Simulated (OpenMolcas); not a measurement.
**How basis sets differ on SnSe (SMILES [Se][Sn])**

The species is SnSe (2 atoms), meant as a singlet with charge 0. SMILES: `[Se][Sn]`. Geometry: a GFN2-xTB relaxation, a rough one for these elements and not checked as a minimum.

```xyz
2

Se    0.0000    0.0000    0.0000
Sn    0.0000    0.0000    2.3383
```

Quantity: the HOMO–LUMO gap, in eV. The values are calculated.

```tsv
level	kind	program	value (eV)	CPU time
HF/ANO-RCC-MB (DKH2)	Hartree–Fock	OpenMolcas	9.06	5.4 s
HF/STO-3G	Hartree–Fock	OpenMolcas	10.05	2.9 s
HF/3-21G	Hartree–Fock	OpenMolcas	9.00	3 s
HF/ANO-RCC-VDZ (DKH2)	Hartree–Fock	OpenMolcas	8.87	6.2 s
HF/def2-SVP (core potential)	Hartree–Fock	OpenMolcas	9.12	3.9 s
HF/ANO-RCC-VDZP (DKH2)	Hartree–Fock	OpenMolcas	9.00	8.3 s
HF/ANO-RCC-VTZP (DKH2)	Hartree–Fock	OpenMolcas	8.94	21 s
HF/ANO-RCC-VQZP (DKH2, RICD fitting)	Hartree–Fock	OpenMolcas	8.90	47 s
```

All-electron rows without a relativistic Hamiltonian named are non-relativistic, while core potentials hold scalar relativity, so basis and relativity change together. The values span 8.87 to 10.05 eV. A Hartree–Fock LUMO above zero doesn't converge with the basis: it sinks as sets grow more diffuse. Orbital gaps aren't excitation energies. Times are those of the runs behind each value, whatever else they computed, on shared processors of several kinds: orders of magnitude only.
